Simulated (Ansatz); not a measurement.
The same path of Cl₂H₆HfN₂O (12 atoms, charge 0, multiplicity 1) was run twice with different band settings.

Level of theory: RKS LDA/def2-SVP in Ansatz 0.2.0.

Relaxed end points:

```xyz
12
Properties=species:S:1:pos:R:3
Hf -0.057 -0.249 0.135
Cl -0.350 0.198 2.471
N 1.795 0.046 -0.621
H 2.644 -0.522 -0.516
H 2.010 0.855 -1.218
O -0.849 1.298 -0.649
H -1.322 2.064 -1.003
Cl -1.340 -2.014 -0.851
N 1.026 -2.167 1.093
H 0.530 -3.001 0.737
H 2.035 -2.302 0.937
H 0.867 -2.104 2.112
```

```xyz
12
Properties=species:S:1:pos:R:3
Hf 0.271 -0.291 0.025
Cl 0.648 0.560 2.255
N 2.040 0.324 -0.710
H 2.375 0.127 -1.662
H 2.626 1.050 -0.277
O -1.249 0.782 -0.428
H -1.822 1.469 -0.796
Cl -0.046 -2.055 -1.592
N 0.509 -2.241 1.306
H -0.392 -2.616 1.644
H 0.943 -2.982 0.729
H 1.087 -2.028 2.136
```

Common settings: spring 5.0 eV/Å²; optimiser quadratic models (default); start path through a guess of the saddle point; force threshold 0.05 eV/Å; iteration limit 60; end points relaxed.

| run | movable images | climbing image |
| --- | --- | --- |
| 1 | 7 | yes |
| 2 | 4 | no |

What does each run give, and how far can it be trusted?

Run 1: converged after 21 iterations, highest image 0.137 eV above the first end. The highest image is an end point: on this band no image between the ends rises above it.
Run 2: converged after 20 iterations, highest image 0.137 eV above the first end. The highest image is an end point: on this band no image between the ends rises above it.
